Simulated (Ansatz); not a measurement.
`N=C1OB1F` at its PBE0-D4/def2-TZVP geometry, where that method's forces vanish. Charge 0, multiplicity 1.

```csv
atom,x (Å),y (Å),z (Å)
N1,0.951,1.277,-0.186
C2,0.200,0.308,-0.060
O3,-1.128,0.144,-0.683
B4,-0.702,-0.863,0.094
F5,-1.133,-2.020,0.493
H6,1.811,1.154,0.343
```

Task: For each bond, give half the difference of the two atoms' forces along it (eV/Å; positive pushes the atoms apart) under PBE-D4, r2SCAN-D4, B3LYP-D4, ωB97M-V in def2-TZVPP. (An estimate is asked.)

Result: Computed: 
| bond | length (Å) | PBE-D4 | r2SCAN-D4 | B3LYP-D4 | ωB97M-V |
| --- | --- | --- | --- | --- | --- |
| N1–C2 | 1.233 | 0.56 | 0.23 | 0.00 | -0.09 |
| N1–H6 | 1.017 | 0.16 | 0.00 | -0.05 | -0.04 |
| C2–O3 | 1.477 | 0.68 | 0.51 | 0.36 | 0.15 |
| C2–B4 | 1.486 | -0.25 | -0.12 | 0.00 | 0.11 |
| O3–B4 | 1.341 | 0.71 | 0.36 | 0.10 | -0.03 |
| B4–F5 | 1.298 | 0.34 | 0.10 | 0.16 | 0.15 |

B3LYP here is the variant with VWN-RPA as its local correlation; programs differ in this.
